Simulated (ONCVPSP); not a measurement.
## What one change does to a pseudopotential (Cd (Z = 48), ONCV)

Cd, optimised norm-conserving Vanderbilt (ONCV), made with ONCVPSP 4.0.1 (PBE, scalar-relativistic). Core [Ar] 3d10, reference 4s2 4p6 4d10 5s2. Waves: 4s+5s: rc 1.65 bohr, ncon 3, nbas 8, qcut 8.6 1/bohr, 2 projectors; 4p: rc 1.05 bohr, ncon 3, nbas 6, qcut 7.6 1/bohr, 3 projectors, debl 2.8 Ha; 4d: rc 1.50 bohr, ncon 4, nbas 9, qcut 11.6 1/bohr, 2 projectors, debl 2 Ha. Local part: polynomial inside 0.95 bohr (lpopt 4, dvloc0 3 Ha). Core correction: Teter function fitted to the true core (icmod 2), fcfact 0.45.

All-electron outer shells of the reference configuration (PBE, scalar-relativistic, ld1.x):

```json
{"shell": "3d", "level (eV)": "-393.64", "outermost node (bohr)": "–", "outermost maximum (bohr)": "0.27"}
{"shell": "4s", "level (eV)": "-105.92", "outermost node (bohr)": "0.43", "outermost maximum (bohr)": "0.79"}
{"shell": "4p", "level (eV)": "-66.97", "outermost node (bohr)": "0.43", "outermost maximum (bohr)": "0.84"}
{"shell": "4d", "level (eV)": "-11.73", "outermost node (bohr)": "0.42", "outermost maximum (bohr)": "0.98"}
{"shell": "5s", "level (eV)": "-5.66", "outermost node (bohr)": "1.07", "outermost maximum (bohr)": "2.35"}
```

Change: s: qcut 12.2; p: qcut 10.8; d: qcut 16.5.

Cutoffs: the cutoffs (Ha) at which the residual kinetic energy of the hardest occupied pseudo-wave falls to 1 and 0.1 mHa per electron; they do not see the model core or the augmentation charge, which bear on the density cutoff. Errors are all-electron minus pseudo energies relative to the spin-unpolarised reference configuration.

Task: What does the change do?

Result: The potential gets softer (87 Ha and 148 Ha → 86 Ha and 98 Ha); the lowest positive-energy flag moves from none to d at 1.4 eV; of the 4 tests that both files solve, the error grows in 0 and shrinks in 4 by more than 15 % and 0.3 meV (median size 7.5 → 2.6 meV); the range in which the d phases agree narrows (upper end at the end of the scan → 3.8); neither file shows a bound ghost.

```csv
quantity,base,changed
"cutoff, loose",87 Ha,86 Ha
"cutoff, tight",148 Ha,98 Ha
loose cutoff by channel,"s 22 Ha, p 87 Ha, d 38 Ha","s 36 Ha, p 47 Ha, d 86 Ha"
bound ghosts,none,none
GHOST(+) flags under 300 eV,none,d at 1.4 eV
"error for 4s2 4p6 4d10 5s1, meV [ΔE 9.27 eV]",-2.2,-1.8
"error for 4s2 4p6 4d10 5s0, meV [ΔE 26.40 eV]",-9.1,-5.4
"error for 4s2 4p6 4d9 5s0, meV [ΔE 64.41 eV]",-13,+2.2
"error for 4s2 4p6 4d10 5s0 5p1, meV [ΔE 15.05 eV]",-5.9,-3.0
s: phases at 1.68 bohr within 0.05 rad from the reference energy up to (Ha; the scan ends near 5),to the end of the scan,to the end of the scan
p: phases at 1.06 bohr within 0.05 rad from the reference energy up to (Ha; the scan ends near 5),to the end of the scan,to the end of the scan
d: phases at 1.52 bohr within 0.05 rad from the reference energy up to (Ha; the scan ends near 5),to the end of the scan,3.8
"rms error of d²Exc/dni dnj with the model core, mHa",1.72,0.56
```
